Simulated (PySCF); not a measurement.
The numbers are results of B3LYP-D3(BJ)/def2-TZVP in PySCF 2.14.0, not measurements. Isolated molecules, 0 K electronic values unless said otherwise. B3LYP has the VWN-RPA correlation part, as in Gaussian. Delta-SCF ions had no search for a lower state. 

Reference species (SMILES): `[SnH4]` (neutral, multiplicity 1).

* **vertical ionisation energy (Delta-SCF)**: 11.51 eV
* **HOMO**: -8.97 eV
* **HOMO–LUMO gap**: 9.24 eV

Changed species: `[Cl][Sn]([Cl])([Cl])[Cl]` (0 of 4 Cl replaced by H; the reference has 4 of 4 Cl replaced by H).

Problem. What does the change do to the vertical ionisation energy (Delta-SCF), HOMO and HOMO–LUMO gap?

Solution. the vertical ionisation energy (Delta-SCF) decreases by 0.06 eV, to 11.45 eV; the HOMO falls by 0.49 eV, to -9.46 eV; the HOMO–LUMO gap falls by 3.49 eV, to 5.75 eV.
